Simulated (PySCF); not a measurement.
CH₉ClOSi₃, SMILES C[SiH2]O[Si@H]([SiH3])Cl.

The structure is a stationary point at PBE-D3(BJ)/def2-SVP. The structure was generated by enumeration; whether it is a known compound was not checked. The values are those of a single conformer.

Two levels are set side by side: PBE/def2-TZVP (PySCF) and CAM-B3LYP/def2-TZVP (PySCF). Same geometry, gas phase. Differences are taken from unrounded values.

```tsv
quantity	PBE
orbital gap (eV)	5.44
highest occupied level (eV)	-6.72
lowest empty level (eV)	-1.28
dipole moment (D)	1.87
```

These are the PBE values. What does CAM-B3LYP give? (An estimate is asked for; the answer gives what the named calculation found.)


```tsv
quantity	CAM-B3LYP	PBE minus CAM-B3LYP
orbital gap (eV)	9.90	-4.45
highest occupied level (eV)	-9.24	2.52
lowest empty level (eV)	0.65	-1.93
dipole moment (D)	1.90	-0.02
```

PBE's occupied levels lie high since its potential decays too fast outside the molecule; exact exchange lowers them and widens the gap. Differences between two approximate levels are no errors against the true value.

Rough cost on one machine, each run with all the roots and properties that it gave: CAM-B3LYP against PBE within a factor of 2.
